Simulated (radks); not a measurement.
Cl4+, 13 electrons, occupied as [Ne] 3s2 3p1.

Method: Dirac Kohn-Sham, PBE, spin-unpolarised, spherical densities, finite nucleus; open shells fill j = l - 1/2 first; Fermi nuclear charge, rms radius 3.3654 fm; computed with a radial shooting solver on a logarithmic mesh with Libxc functionals.

Energy parts (hartree):
total: -456.66658
kinetic: 459.19556
electron-nucleus: -1059.57828
Hartree: 170.03816
exchange-correlation: -26.32202

Orbitals (lengths in bohr, moments of r in powers of bohr; <r^-3> diverges for s and p1/2):
| orbital | occ. | eigenvalue (hartree) | <r> | <1/r> | <r^4> | <r^-3> |
|---|---|---|---|---|---|---|
| 1s1/2 | 2 | -103.5407 | 0.09096 | 16.68 | 0.0003200 | - |
| 2s1/2 | 2 | -11.62632 | 0.4425 | 3.324 | 0.09711 | - |
| 2p1/2 | 2 | -9.43506 | 0.4030 | 3.237 | 0.08676 | - |
| 2p3/2 | 4 | -9.37206 | 0.4053 | 3.212 | 0.08848 | 102.3 |
| 3s1/2 | 2 | -2.71052 | 1.352 | 1.030 | 6.677 | - |
| 3p1/2 | 1 | -2.19198 | 1.443 | 0.9418 | 9.219 | - |
| 3p3/2 | 0 | -2.18436 | 1.448 | 0.9378 | 9.329 | 12.42 |

The highest occupied level is 3p1/2 at -59.647 eV. For comparison, the ionisation energy in NIST's Atomic Spectra Database is 67.7 eV (semi-empirical). In exact Kohn-Sham theory the highest level is minus the ionisation energy, but local and semilocal functionals leave it too shallow, through self-interaction and a potential that decays too fast; potentials with the right tail come closer. The density falls to 0.001 e/bohr^3 at r = 2.82 bohr. Summed over all electrons, <r^2> = 8.283 bohr^2, which gives a Langevin (diamagnetic) susceptibility term of -6.56 x 10^-6 cm^3/mol.

Beside tabulated values, note that spin-unpolarised runs miss the spin-polarisation part of the exchange energy of open shells.
